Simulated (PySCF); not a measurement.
Computed IR spectrum (relative IR intensity) of a molecule C3H6OSi2. The structure is a stationary point at PBE-D3(BJ)/def2-SVP. Other conformers were not sampled. All values below come from PBE-D3(BJ)/def2-SVP (PySCF). Frequencies are harmonic and unscaled.

Lines under 2 % of the strongest are left out, and lines within 2 cm⁻¹ are merged.

ν (cm⁻¹): 51 (vw), 220 (vw), 435 (vw), 564 (vw), 612 (m), 633 (w), 660 (w), 698 (m), 731 (m), 774 (s), 844 (w), 909 (s), 1026 (vw), 1226 (w), 1326 (w), 1731 (vs), 2145 (s), 2155 (m), 2164 (s), 2694 (s), 3052 (vw), 3073 (w) (against the strongest line: vs over 80 %, s over 45 %, m over 15 %, w over 4 %, vw less)

### Question
Which structure fits?
(A) C#C[C@H]1O[SiH2][SiH2]1
(B) C=C1[SiH2][SiH2]C1=O
(C) C#C[Si@H]1CO[SiH2]1
(D) O=C[Si@H]1C=C[SiH2]1

### Answer
D, O=C[Si@H]1C=C[SiH2]1
